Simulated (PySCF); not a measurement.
# Where the electron goes

Species: C4H3F3O2Si.
Structure used (GFN2-xTB), in Å, numbered top down from 1:
```
atom  x, y, z in Å
O1    -0.1793    1.6564    1.0091
Si2    0.3032    0.3320    0.2345
C3    -1.2736   -0.6473   -0.0970
F4    -1.1269   -1.9639   -0.3478
C5    -2.5048   -0.1594   -0.0899
F6    -3.6190   -0.8455   -0.3025
F7    -2.7935    1.1108    0.1323
C8     1.8918   -0.6569    0.4961
C9     2.2438   -0.2162   -0.7112
O10    1.2322    0.6225   -1.1587
H11    0.3398    2.4585    1.0261
H12    2.3942   -1.3352    1.1525
H13    3.0876   -0.3553   -1.3612
```

Level of theory: TDDFT B3LYP/def2-SVPD, vertical, gas phase, core orbitals frozen in the response (PySCF 2.14.0, density-fitted response routines).

Kohn–Sham orbitals with the atoms that hold most of them (Löwdin shares over 4%, at most four atoms; ? is withheld):

```
orbital  ε (eV)                             atoms
 LUMO+2   -0.16  Si2 20%, O1 20%, H11 13%, C5 10%
 LUMO+1   -0.88   C9 18%, Si2 14%, C3 14%, C5 13%
   LUMO   -1.01                                 ?
   HOMO       ?           C8 34%, O10 32%, C9 20%
 HOMO-1   -7.70                                 ?
 HOMO-2   -8.77  C8 30%, Si2 16%, O10 16%, O1 13%
 HOMO-3   -9.70    O10 45%, C9 10%, Si2 8%, C8 8%
```

Task: Which atoms hold the LUMO, and with what shares?

Result: Si2 (bonded to 2 C and 2 O) 16%; C5 (bonded to C and 2 F) 15%; C9 (bonded to C, O and H) 14%; C3 (bonded to C, F and Si) 13%. By element: carbon 42% or more, silicon 16%.

Task: Give the leading atoms of the HOMO-1.

Result: C3 (bonded to C, F and Si) 31%; C5 (bonded to C and 2 F) 25%; F4 (bonded to C) 16%; F7 (bonded to C) 10%. By element: carbon 56% or more, fluorine 26% or more.

Task: What is the HOMO energy, and the HOMO–LUMO gap?

Result: ε(HOMO) = -6.91 eV; the gap is 5.90 eV (0.2167 hartree).

Task: How does S1 compare with the orbital gap of 5.90 eV?

Result: S1 is at 5.02 eV (f = 0.014), 0.88 eV below the gap, made of HOMO→LUMO (92%). 

Task: Give energy, strength and leading configuration of S1 and S2, and follow the Löwdin shares of the leading atoms from the occupied to the empty orbital.

Result: 
- S1 (5.02 eV, f 0.014), HOMO→LUMO (92%): C8 34% → at most 13%, O10 32% → at most 13%, Si2 at most 4% → 16%, C5 at most 4% → 15%
- S2 (5.26 eV, f 0.038), HOMO→LUMO+1 (90%): C8 34% → at most 13%, O10 32% → at most 13%, C9 20% → 18%, Si2 at most 4% → 14%

Löwdin shares depend on the basis, the more so with diffuse functions.

Hardware: one thread of an Arm Neoverse N1, shared host. Cost: 1.9 min, 0.96 GiB resident at most.

One conformer stands for the species.
